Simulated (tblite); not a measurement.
Species: C3H5F3Ge.
SMILES with atom numbers: `[CH2:1]=[CH:2][GeH2:3][C:4]([F:5])([F:6])[F:7]` (hydrogens: H8, H9 on C1; H10 on C2; H11, H12 on Ge3)

Structure used (GFN2-xTB), in Å, numbered top down from 1:
```
atom  x, y, z in Å
C1     1.800   -0.690    0.471
C2     1.419    0.541    0.168
Ge3   -0.421    1.070   -0.200
C4    -1.587   -0.560   -0.260
F5    -2.875   -0.249   -0.485
F6    -1.227   -1.417   -1.234
F7    -1.563   -1.264    0.888
H8     2.833   -0.936    0.664
H9     1.100   -1.509    0.540
H10    2.157    1.331    0.111
H11   -1.034    1.952    0.849
H12   -0.599    1.729   -1.537
```

Calculated harmonic vibrations of the isolated species, GFN2-xTB (tblite), most abundant isotopes, no scaling. The method is semi-empirical: single wavenumbers can be off by several per cent or more. Modes of hydrogen on germanium can be 10 to 20 % off. One conformer, not necessarily the lowest.

Harmonic wavenumbers (cm⁻¹): 29.2, 59.6, 81.7, 164.2, 189.1, 287.6, 329.5, 350.3, 444.7, 458.5, 521.7, 556.6, 632.8, 641.2, 664.2, 821.7, 923.5, 994.2, 1010.8, 1024.5, 1026.1, 1109.2, 1243.3, 1401.6, 1645.0, 1981.3, 2034.8, 3028.6, 3077.6, 3102.0.

A = 2556, B = 1406, C = 1092 MHz; mass 171.956 u (most abundant isotopes); point group C1, symmetry number 1.

Task: What is the zero-point energy?

Result: Half the sum of the wavenumbers: 14918 cm⁻¹ = 178.45 kJ/mol.

Task: Entropy at 500 K, 1 bar (ideal gas, RRHO, classical rotation)?

Result: Translation 183.80, rotation 126.93, vibration 181.90: S = 492.6 J/(mol K).

Task: And Cp and H(500 K) − H(0)?

Result: Cp = 184.90 J/(mol K), of which vibrations give 151.64 (their classical limit is 30 R = 249.4); H(500 K) − H(0) = 60.13 kJ/mol without the zero-point energy, 43.50 from vibrations.

Task: Blend soft modes into free rotors: weight 1/[1 + (100 cm⁻¹/ν̃)⁴] for the oscillator and the rest for a rotor with moment μB/(μ + B), μ = h/(8π²ν), B = 10⁻⁴⁴ kg m². What vibrational entropy results?

Result: 162.08 J/(mol K) in place of 181.90, which changes −T·S at 500 K by +9.91 kJ/mol.

Task: How do the functions run with temperature in this model?

Result: 
```
 T (K)  S (J/(mol K))  Cp (J/(mol K))  H − H(0) (kJ/mol)  G − H(0) (kJ/mol)  ln q(vib)
    50          252.5            56.0               2.22             -10.41       0.88
   100          296.8            73.8               5.46             -24.22       2.19
298.15          408.6           140.2              26.93             -94.89       6.97
373.15          442.2           159.6              38.20            -126.81       8.67
   750          574.2           216.8             110.73            -319.96      16.32
  1000          639.5           236.0             167.52            -471.95      20.62
```

q(vib) and H(0) count from the zero-point level.

Task: What must be added to the electronic energy to get the Gibbs energy at 500 K and 1 bar?

Result: ZPE + [H(500 K) − H(0)] − T·S = 178.45 + 60.13 − 246.31 = -7.73 kJ/mol.

Hindered rotation and anharmonicity are outside this model. Other conformers, if any are populated, would add a mixing term that is left out.
